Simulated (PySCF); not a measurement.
CH2ClF3Si, SMILES [Si](CCl)(F)(F)F, singlet at its PBE0/def2-SVP optimised geometry (Å):

```
8

F     -0.3981    -1.5591    -1.2621
Si     0.0975    -0.7138     0.0000
F      1.6953    -0.7138     0.0000
F     -0.3909    -1.4788     1.3205
C     -0.5956     1.0038     0.0000
Cl    -0.0803     1.8873    -1.4618
H     -1.6953     0.9759     0.0261
H     -0.2541     1.5591     0.8864
```

Level of theory: PySCF with PBE0/def2-TZVP. Cells within 0.4 Å of a nucleus heavier than hydrogen are left out (blank, or x).

Map of the electrostatic potential (hartree/e), clipped to [-0.08, 0.12] on the plane z = 0.0 Å:

```
|222222222111111111111111111|
|222222222221111111111111111|
|222222222222211111111111111|
|222222222222222211111111111|
|222222333333333221111111111|
|222333333455554322111111111|
|223334445689986432211111111|
|233345678999999642211111111|
|233457999999999743211111111|
|2334699999xxx99953211111111|
|2334699999xxx99964311000011|
|23346999999x999996311000000|
|233457999999999999531000000|
|233345679999999999997100000|
|223344569999999999999600000|
|2223345699999xx999xx9910000|
|2222334699999xx999xx9910000|
|222223357999999999999400000|
|222222345999999999983000000|
|222222233589999997420000000|
|111112222347999985210000000|
|111111111223456543211000000|
|111111111112233332211100011|
|111111111111122222111111111|
|111111111111111111111111111|
|111111111111111111111111111|
|111111111111111111111111111|
```
Scale: ten equal steps from -0.022 (start of '0') to 0.120 (end of '9'), in the order '0123456789'; x runs from -4.00 to 4.00, y from -4.00 (bottom) to 4.00 (top).
